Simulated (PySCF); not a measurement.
**Ir⁶⁴⁺: fine-structure interval**

Ir⁶⁴⁺ [Ne] 3s2 3p1 [3p1/2^1, M_J = 1/2] → Ir⁶⁴⁺ [Ne] 3s2 3p1 [3p3/2^1, M_J = 3/2], as a difference of total energies. Calculation: PySCF 2.14, in an even-tempered Gaussian basis (17 s from 21 bohr⁻², ratio 2.4; 14 p from 28 bohr⁻², ratio 2.4; 4 d from 91 bohr⁻², ratio 2.6; 4 f from 140 bohr⁻², ratio 2.6); the two-component X2C-1e Hamiltonian. Correlated levels: 1s2 frozen; the 46 highest virtual spinors dropped. "Screened" scales the spin-orbit matrix elements by Boettger's factors to mimic the two-electron term; Breit and QED terms are absent.

```
                    method  fine-structure interval (cm⁻¹)
 GHF (screened spin-orbit)                         3598300
GMP2 (screened spin-orbit)                         3591300
     GHF (bare spin-orbit)                         3705900
```
